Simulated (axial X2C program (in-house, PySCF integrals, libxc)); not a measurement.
**FSmF⁺: the levels of the configuration f4 s1**

Computed with an axial X2C code built on PySCF integrals: two-component X2C with atomic mean-field Coulomb and Gaunt terms, basis F dyall-v3z, Sm dyall-v3z (cores contracted in-house). Orbitals come from Hartree–Fock averaged over the configuration Sm f4 s1; CI then distributes these electrons over the f, s shells of Sm.

F–Sm–F held linear, both bonds 1.940 Å (near the minimum of the configuration average).

Active spinors (ω > 0):

| shell | ω | ε (eV) | character |
| --- | --- | --- | --- |
| f | 5/2 | -13.62 | 100% Sm f |
| f | 3/2 | -13.40 | 100% Sm f |
| f | 7/2 | -13.15 | 100% Sm f |
| f | 1/2 | -13.10 | 97% Sm f |
| f | 5/2 | -12.98 | 100% Sm f |
| f | 3/2 | -12.71 | 99% Sm f |
| f | 1/2 | -12.51 | 94% Sm f |
| s | 1/2 | -9.26 | 61% Sm s, 33% Sm d |

Lowest levels of this model:

| Ω | energy (cm⁻¹) | g∥ | configuration |
| --- | --- | --- | --- |
| 1/2 | 0 | 1.42 | 100% f5 |
| 3/2 | 362 | 4.09 | 100% f5 |
| 5/2 | 1080 | 6.54 | 100% f5 |
| 1/2 | 1325 | 0.64 | 100% f5 |
| 3/2 | 1469 | 2.17 | 100% f5 |
| 5/2 | 2086 | 5.11 | 100% f5 |
| 7/2 | 2114 | 8.94 | 100% f5 |
| 1/2 | 2437 | 0.90 | 100% f5 |
| 3/2 | 2521 | 2.56 | 100% f5 |
| 5/2 | 3134 | 4.33 | 100% f5 |
| 7/2 | 3257 | 8.43 | 100% f5 |
| 9/2 | 3374 | 11.65 | 100% f5 |
| 1/2 | 3603 | 1.01 | 100% f5 |
| 3/2 | 3633 | 3.16 | 100% f5 |
| 5/2 | 4033 | 3.74 | 100% f5 |
| 7/2 | 4492 | 7.54 | 100% f5 |
| 9/2 | 4748 | 11.38 | 100% f5 |
| 11/2 | 4830 | 14.59 | 100% f5 |
| 7/2 | 5572 | 7.00 | 100% f5 |
| 9/2 | 6075 | 10.36 | 100% f5 |
| 11/2 | 6392 | 14.16 | 100% f5 |
| 13/2 | 6506 | 17.55 | 100% f5 |
| 9/2 | 7168 | 10.58 | 100% f5 |
| 11/2 | 7617 | 13.20 | 100% f5 |
| 13/2 | 8146 | 16.39 | 100% f5 |
| 15/2 | 8695 | 19.96 | 100% f5 |
| 11/2 | 11829 | 15.98 | 100% f5 |

g∥ is the magnitude of 2⟨Lz + ge Sz⟩ for the +Ω component.

(1) From Ω and g∥ of the lowest level, whose 2⟨Lz + ge Sz⟩ is positive, find ⟨Sz⟩ and ⟨Lz⟩ (ge = 2.0023).

Occupations of the active spinors in the lowest level by ω, shell by shell in order of energy: -7/2: 0.34; -5/2: 0.62 0.18; -3/2: 0.58 0.11; -1/2: 0.37 0.18 0.00; 1/2: 0.44 0.20 0.00; 3/2: 0.57 0.12; 5/2: 0.53 0.29; 7/2: 0.46. The leading determinant has weight 0.09 among 447.

This point took 2.2 s on 1 thread of Intel(R) Xeon(R) 6975P-C (Granite Rapids), with other jobs on the host.

There is no dynamic correlation: spin–orbit spacings and, for f shells, spacings inside one term are the most reliable numbers, splittings between terms come out too wide, and energies between configurations are not reliable, so the lowest level need not be the ground state of the molecule. The lowest levels belong to f5, not to the averaged configuration, so orbitals and distance suit them less well. At most 4 roots were kept for each Ω > 0 (twice that for Ω = 0) within 2.2 eV of the lowest, so higher up levels can be missing between those listed; levels with Ω > 0 are doubly degenerate and listed once, Ω = 0 levels singly. The molecule was held linear; bending was not examined.

Results:

(1) Ω = ⟨Lz⟩ + ⟨Sz⟩ = 1/2 and ⟨Lz⟩ + ge⟨Sz⟩ = 0.710, so ⟨Sz⟩ = 0.21 and ⟨Lz⟩ = 0.29.
